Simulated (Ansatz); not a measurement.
(H2In-mu-AsH2)2 (In2As2H8). Charge 0, multiplicity 1. Geometry PBE0-D4/def2-SVP, basis def2-TZVP, Ansatz.

```csv
atom,x (Å),y (Å),z (Å)
In1,-1.688,-0.522,1.118
H2,-2.634,-1.802,0.460
H3,-1.920,0.394,2.558
As4,-0.957,1.169,-0.899
In5,1.689,0.526,-1.114
H6,2.631,1.806,-0.450
H7,1.927,-0.386,-2.556
As8,0.957,-1.170,0.897
H9,-1.241,2.629,-0.641
H10,-1.753,1.017,-2.173
H11,1.233,-2.630,0.629
H12,1.756,-1.031,2.171
```

| run | HOMO (eV) | LUMO (eV) |
| --- | --- | --- |
| A | -7.19 | -0.84 |
| B | -6.37 | -1.58 |
| C | -6.05 | -1.67 |
| D | -7.03 | -1.02 |
| E | -6.29 | -1.37 |
| F | -9.45 | 0.72 |

In the def2 sets In takes a core potential; there is no spin–orbit coupling. LC-ωPBE has ω = 0.4 bohr⁻¹.

Task: The runs used B97M-V, LC-ωPBE, PBE, PBE0, r2SCAN, r2SCAN0. Estimate which is which.

Result: A r2SCAN0 (25 % exact exchange); B B97M-V (0 % exact exchange); C PBE (0 % exact exchange); D PBE0 (25 % exact exchange); E r2SCAN (0 % exact exchange); F LC-ωPBE (range-separated). Exact exchange lowers occupied and raises empty levels; among semilocal functionals meta-GGAs tend to open the gap a little, and such runs are hard to tell apart. The gap grows from 4.37 eV (PBE) to 10.17 eV (LC-ωPBE).
